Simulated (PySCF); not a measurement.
Spinor energies of Sb³⁹⁺ (antimony, charge +39)

Start: [Ne] 3s2. Calculated with PySCF 2.14 in an uncontracted even-tempered set (18 s from 8.1 bohr⁻², ratio 2.4; 13 p from 11 bohr⁻², ratio 2.4; 4 d from 35 bohr⁻², ratio 2.6; 4 f from 53 bohr⁻², ratio 2.6): generalised Hartree-Fock with the X2C-1e Hamiltonian and a Gaussian nucleus; one run each with spin-orbit coupling (SO) switched off, then screened by Boettger's factors.

| spinor shell | electrons | ε, spin-free (eV) | ε, screened SO (eV) | weight of nominal j (screened SO) | rms radius, screened SO (bohr) |
| --- | --- | --- | --- | --- | --- |
| 1s1/2 | 2 | -33098.1 | -33096.0 | 1.000 | 0.0325 |
| 2s1/2 | 2 | -7064.9 | -7064.4 | 1.000 | 0.130 |
| 2p1/2 | 2 | -6590.4 | -6771.6 | 1.000 | 0.112 |
| 2p3/2 | 4 | -6590.4 | -6508.6 | 1.000 | 0.117 |
| 3s1/2 | 2 | -2816.4 | -2816.3 | 1.000 | 0.312 |

| quantity | spin-free | screened SO |
| --- | --- | --- |
| E (hartree) | -5128.45967 | -5129.84481 |
| M_J | 0 | 0 |
| ⟨J²⟩ | 0.000 | 0.000 |
| ⟨L²⟩ | 0.000 | 0.007 |
| ⟨S²⟩ | 0.000 | 0.007 |

Breit and QED terms are absent; they matter most for the inner s and p1/2 levels.

Densities and radii are taken from the X2C orbitals without a picture-change correction, which distorts them close to the nucleus.

Without spin-orbit coupling the j labels of p, d and f shells carry no meaning; the spin-free column gives the mean over the occupied spinors of each nl shell.
